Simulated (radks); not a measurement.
Au I, configuration [Xe] 4f14 5d10 6s(up 0.5, down 0.5) (fractional occupations, a model configuration).

Method: non-relativistic Kohn-Sham, SCAN, spin-polarised, spherical densities, point nucleus; meta-GGA in the generalised Kohn-Sham scheme; relativity is left out, which matters for an element this heavy; computed with a radial shooting solver on a logarithmic mesh with Libxc functionals.

Energy parts (hartree):
| part | energy |
|---|---|
| total | -17870.5108 |
| kinetic | 17866.1741 |
| electron-nucleus | -42566.1404 |
| Hartree | 7172.7890 |
| exchange-correlation | -343.3335 |

Orbitals (lengths in bohr, moments of r in powers of bohr; r(max) is where P^2 peaks):
\begin{tabular}{lrrrr}
orbital & occ. & eigenvalue (hartree) & <r^4> & r(max) \\ \hline
1s & 2 & -2688.421 & 6.074e-07 & 0.01272 \\
2s & 2 & -449.4505 & 0.00009766 & 0.06906 \\
2p & 6 & -431.9209 & 0.00006122 & 0.05364 \\
3s & 2 & -105.6174 & 0.003316 & 0.1886 \\
3p & 6 & -97.29280 & 0.002940 & 0.1775 \\
3d & 10 & -81.81616 & 0.001966 & 0.1399 \\
4s & 2 & -22.51114 & 0.07331 & 0.4209 \\
4p & 6 & -18.89520 & 0.07941 & 0.4204 \\
4d & 10 & -12.28891 & 0.09495 & 0.4136 \\
4f & 14 & -3.50667 & 0.1651 & 0.3710 \\
5s & 2 & -3.19760 & 2.067 & 0.9367 \\
5p & 6 & -2.05515 & 3.087 & 0.9951 \\
5d & 10 & -0.30581 & 18.21 & 1.196 \\
6s & 1 & -0.15143 & 283.4 & 2.671 \\
\end{tabular}

The highest occupied level is 6s at -4.121 eV. Virial ratio -V/T = 2.00024. The density falls to 0.001 e/bohr^3 at r = 4.37 bohr.
